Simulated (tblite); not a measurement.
C₄H₁₀Si₂.
Z-matrix (Å and degrees, GFN2-xTB geometry), rows numbered from 1:
```
C 
C   1  1.3275
C   2  1.4673  1  128.07
Si  3  1.8884  2  114.00  1   146.30
C   3  1.5395  2  118.77  1     3.69
Si  5  1.8701  3   67.90  2  -104.96
H   1  1.0767  2  121.31  3   179.29
H   1  1.0767  2  123.05  3    -1.16
H   2  1.0850  1  118.15  3  -178.84
H   4  1.4662  3  109.10  2   170.95
H   4  1.4649  3  109.20  2    50.89
H   4  1.4665  3  109.99  2   -69.47
H   5  1.0805  3  116.61  6   115.10
H   5  1.0823  3  114.76  6  -112.74
H   6  1.4521  3  119.65  5   103.21
H   6  1.4513  3  116.23  5  -105.32
```

Calculated harmonic vibrations of the isolated species, GFN2-xTB (tblite), most abundant isotopes, no scaling. This tight-binding method is rough: wavenumbers can miss measured ones by several per cent, in bad cases by 10 to 20. Modes of hydrogen on silicon can be 10 to 20 % off. One conformer, not necessarily the lowest.

Harmonic wavenumbers (cm⁻¹): 57.7, 102.2, 144.4, 208.6, 238.2, 287.3, 407.8, 414.5, 462.6, 505.4, 517.6, 551.0, 574.8, 607.7, 721.9, 733.4, 752.2, 779.6, 789.5, 798.7, 805.6, 847.7, 915.9, 1001.2, 1019.2, 1044.8, 1119.5, 1212.4, 1325.3, 1415.9, 1453.3, 1672.1, 2229.5, 2236.9, 2246.1, 2352.2, 2365.1, 3018.1, 3049.4, 3067.4, 3104.7, 3120.5.

A = 2546, B = 2068, C = 1381 MHz; mass 114.032 u (most abundant isotopes); point group C1, symmetry number 1.

What is the zero-point energy?

½Σν̃ = 25139 cm⁻¹ = 300.73 kJ/mol.

Entropy at 298.15 K, 1 bar (ideal gas, RRHO, classical rotation)?

Translation 167.93, rotation 117.91, vibration 99.43: S = 385.3 J/(mol K).

And Cp and H(298.15 K) − H(0)?

Cp = 154.38 J/(mol K), of which vibrations give 121.12 (their classical limit is 42 R = 349.2); H(298.15 K) − H(0) = 26.70 kJ/mol without the zero-point energy, 16.79 from vibrations.

Blend soft modes into free rotors: weight 1/[1 + (100 cm⁻¹/ν̃)⁴] for the oscillator and the rest for a rotor with moment μB/(μ + B), μ = h/(8π²ν), B = 10⁻⁴⁴ kg m². What vibrational entropy results?

93.90 J/(mol K) in place of 99.43, which changes −T·S at 298.15 K by +1.65 kJ/mol.

How do the functions run with temperature in this model?

```tsv
T (K)	S (J/(mol K))	Cp (J/(mol K))	H − H(0) (kJ/mol)	G − H(0) (kJ/mol)	ln q(vib)
50	234.2	47.8	1.93	-9.78	0.28
100	273.2	67.0	4.80	-22.52	1.08
373.15	423.0	182.2	39.36	-118.49	6.92
500	481.7	218.9	64.92	-175.94	9.87
750	580.4	267.5	126.20	-309.13	15.50
1000	662.0	299.1	197.29	-464.74	20.68
```

q(vib) and H(0) count from the zero-point level.

Hindered rotation and anharmonicity are outside this model. Other conformers, if any are populated, would add a mixing term that is left out. The structure is chiral; the term R ln 2 for an equal mix with its mirror image is left out.
